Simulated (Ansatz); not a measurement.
Ansatz (a quantum-chemistry and plane-wave program) input (PBE-QIDH/def2-TZVPD):

Ansatz 0.2 input:
```yaml
crystal:
  periodic: [false, false, false]
  atoms:
    - {symbol: C, position_ang: [-0.46839615, 2.02489387, -0.88482987]}
    - {symbol: Si, position_ang: [-0.03246765, 0.24392547, -0.82864965]}
    - {symbol: C, position_ang: [1.66812295, -0.07188205, -1.52542994]}
    - {symbol: C, position_ang: [-1.34610424, -0.81283061, -1.62543762]}
    - {symbol: Br, position_ang: [0.03843808, -0.34111004, 1.36873378]}
    - {symbol: H, position_ang: [0.27702041, 2.81003394, -0.82180464]}
    - {symbol: H, position_ang: [-1.49497148, 2.37444805, -0.88059676]}
    - {symbol: H, position_ang: [1.69239336, 0.17106899, -2.59073140]}
    - {symbol: H, position_ang: [2.41631544, 0.53831430, -1.01740606]}
    - {symbol: H, position_ang: [1.94714709, -1.11974534, -1.40493580]}
    - {symbol: H, position_ang: [-2.32192782, -0.62642687, -1.17461410]}
    - {symbol: H, position_ang: [-1.11500966, -1.87247581, -1.50653372]}
    - {symbol: H, position_ang: [-1.41348817, -0.59240977, -2.69378005]}
basis:
  gaussian:
    orbitals: def2-TZVPD
hamiltonian:
  xc: {name: PBE-QIDH}
magnetization: {spin_polarized: true, initial_magnetization: 1}
correlation: {electrons: outside_noble_gas}
```

Output:

```
Functional definition: PBE-QIDH
integrals: 0.78 GiB planned
1919 factors; integrals over basis functions are off by at most 1.0e-3 eV
0.45 GiB of the device are held for the grids
2.21 GiB of device memory are held for the factors and their scratch space
mean field: 3.18 GiB planned
mean field evaluation 1: about -81126.9386 eV, gradient 3.3e1 eV
mean field evaluation 2: about -81126.9916 eV, gradient 3.3e1 eV
mean field evaluation 4: about -81132.1372 eV, gradient 2.1e0 eV
mean field evaluation 8: about -81132.1880 eV, gradient 1.3e-1 eV
mean field evaluation 16: about -81132.1884 eV, gradient 4.2e-4 eV
mean field -81132.18842271 eV, -2981.5529311621 hartree, gradient 6.2e-6 eV, S^2 0.757282; 0 other end points of the search recorded, 0 dependent functions left out
22 core orbitals not correlated
reference -81132.18844140 eV, -2981.5529318490 hartree; 16, 15 occupied and 245, 246 virtual orbitals, 1919 factors
second order -23.42071896 eV of doubles, -0.00000000 eV of singles
Total energy: -81139.99534772 eV, -2981.8398303646 hartree
```

It need not be the lowest isomer of its formula.
